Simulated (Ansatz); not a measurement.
`[BH2][GeH2][O][SiH2]F` + `CCCO` → `BOCCC` + `F[SiH2][O][GeH3]`  (cleavage of the B–Ge bond)

Calculated with Ansatz (gas phase, PBE0-D4/def2-TZVP geometries, no zero-point term in ΔE). CBS: MP2 limit from def2 TZ/QZ plus the TZ coupled-cluster correction, frozen cores. For Ge outer-core shells are correlated without core-valence functions, which leaves a few kJ/mol of doubt a bond. Scalar relativity is left out up to krypton. One conformer a species, not always the lowest.

```
                species  CCSD(T)/def2-TZVPP energy (Eh)
`[BH2][GeH2][O][SiH2]F`                     -2568.02234
                 `CCCO`                      -194.04033
                `BOCCC`                      -219.45896
     `F[SiH2][O][GeH3]`                     -2542.66761
```

Q: Work out ΔE.

A: ΔE = (-219.45896) + (-2542.66761) − (-2568.02234) − (-194.04033) = -0.06390 Eh = -167.8 kJ/mol. CCSD(T)/CBS gives -164.5 kJ/mol.

Largest T1 diagnostic among the species: 0.012.
